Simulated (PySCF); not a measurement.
Saddle point of GeH3SF, singlet (GeH₃SF ([F][GeH2][SH]) → GeH₂S ([S][GeH2]) + HF; bonds formed: F2–H4; bonds broken: Ge1–F2, S3–H4), PBE0-D4/def2-TZVP structure:

```
atom    x (Å)    y (Å)    z (Å)
 Ge1  -0.6064   0.0574   0.2079
  F2   1.4141  -0.2253   0.3341
  S3  -0.1912   0.2310  -1.8363
  H4   1.2406  -0.0857  -0.7115
  H5  -0.7632   1.2662   1.1427
  H6  -1.0939  -1.2436   0.8629
```

Energies are electronic, without zero-point energy. Barriers and step energies count from the start structure reached by relaxing down the imaginary mode; all methods use the PBE0-D4 structures, on which another method's saddle can fall below an end. Computed with PySCF 2.14 with density fitting (its default auxiliary sets; JK sets also for MP2 and CCSD(T)) (basis: def2-TZVPP, with def2-QZVPP for the basis limit); correlated methods freeze the cores. Filled d shells of the heavier atoms are correlated. The def2 sets are not built for correlating such inner shells, so the correlated values are less sure here. B3LYP uses VWN-RPA correlation. Extrapolation: Hartree–Fock as exp(−7.88 √X), correlation as X^−2.97.

```json
{"method": "SPW92", "barrier (kJ/mol)": "?", "step energy (kJ/mol)": "135.5"}
{"method": "PBE-D4", "barrier (kJ/mol)": "139.2", "step energy (kJ/mol)": "136.1"}
{"method": "r2SCAN-D4", "barrier (kJ/mol)": "154.8", "step energy (kJ/mol)": "152.1"}
{"method": "PBE0-D4", "barrier (kJ/mol)": "154.9", "step energy (kJ/mol)": "148.5"}
{"method": "B3LYP-D4", "barrier (kJ/mol)": "161.4", "step energy (kJ/mol)": "148.3"}
{"method": "BHLYP-D4", "barrier (kJ/mol)": "?", "step energy (kJ/mol)": "162.9"}
{"method": "wB97M-V", "barrier (kJ/mol)": "161.0", "step energy (kJ/mol)": "152.4"}
{"method": "HF", "barrier (kJ/mol)": "?", "step energy (kJ/mol)": "181.0"}
{"method": "MP2", "barrier (kJ/mol)": "161.5", "step energy (kJ/mol)": "153.5"}
{"method": "CCSD", "barrier (kJ/mol)": "178.0", "step energy (kJ/mol)": "163.0"}
{"method": "CCSD(T)", "barrier (kJ/mol)": "168.5", "step energy (kJ/mol)": "156.6"}
```

Problem. Fill in the withheld barriers. (Judge from chemistry; the value comes from the calculation.)

Solution. Computed: BHLYP-D4 180.0; HF 212.7; SPW92 124.3 kJ/mol. Each is the energy of the saddle less that of the start structure, by the same method.

For comparison, the barrier by CCSD(T) at an estimated basis limit (MP2 extrapolated from triple and quadruple zeta, plus CCSD(T) − MP2 in triple zeta) is 162.6 kJ/mol.

T1 diagnostic: at most 0.016.

Labels in which every atom is bracketed show which atoms are joined, not bond orders.

For scale, one of the runs: CCSD(T)/def2-TZVPP, 163 basis functions, launched by `OMP_NUM_THREADS=4 python run.py`. Time: 71 s of wall clock on 4 CPU threads of an AMD EPYC 9R45; the host was shared. Peak host memory: 1.6 GiB.
